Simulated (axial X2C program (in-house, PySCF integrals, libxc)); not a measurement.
**Potential curves of CoC, two-component**

Calculated with an axial X2C code built on PySCF integrals. Two-component (2c) means X2C with spin–orbit coupling and atomic mean-field two-electron Coulomb and Gaunt terms. Basis: Co dyall-cv3z [9s10p6d3f2g], C dyall-v3z [7s6p2d1f] (cores contracted in-house); Gaussian nuclei, density fitting, unrestricted open shells. Masses: Co 58.933 u, C 12.000 u.

State: Ω = 5/2 (⟨Sz⟩ = 0.50, ⟨Lz⟩ = 2.00 at TPSSh). Energies in cm⁻¹ from the lowest point of each curve. Fits are polynomials in 1 − R0/R over 0.85 to 1.23 times the lowest point R0.

```json
{"R (Å)": "1.4599", "TPSSh": "4130", "PBE0": "4813"}
{"R (Å)": "1.5270", "TPSSh": "1374", "PBE0": "1982"}
{"R (Å)": "1.5773", "TPSSh": "368", "PBE0": "783"}
{"R (Å)": "1.6277", "TPSSh": "0", "PBE0": "165"}
{"R (Å)": "1.6780", "TPSSh": "100", "PBE0": "0"}
{"R (Å)": "1.7367", "TPSSh": "649", "PBE0": "241"}
{"R (Å)": "1.7955", "TPSSh": "1534", "PBE0": "829"}
{"R (Å)": "1.8710", "TPSSh": "3000", "PBE0": "1939"}
{"R (Å)": "1.9633", "TPSSh": "5084", "PBE0": "3639"}
{"R (Å)": "2.0975", "TPSSh": "8328", "PBE0": "6450"}
```

The state is one determinant whose occupation by symmetry is held fixed; it was picked as the lowest of a PBE0 search that is not exhaustive. Density functionals use the spin component along the axis (collinear). The functionals have no current-density term, which raises determinants with orbital currents, atoms included. The determinant is spin-polarised beyond a pure state at some levels (its spin-free form has ⟨S²⟩ too high), which makes Re and μ there less reliable.

(1) What are Re and ωe at the TPSSh level?

(2) What are Re and ωe at the PBE0 level?

Answers

(1) At TPSSh, 2c: Re = 1.640 Å, ωe ≈ 759 cm⁻¹; Be follows as 0.629 cm⁻¹.

(2) At PBE0, 2c: Re = 1.675 Å, ωe ≈ 686 cm⁻¹; Be follows as 0.603 cm⁻¹.
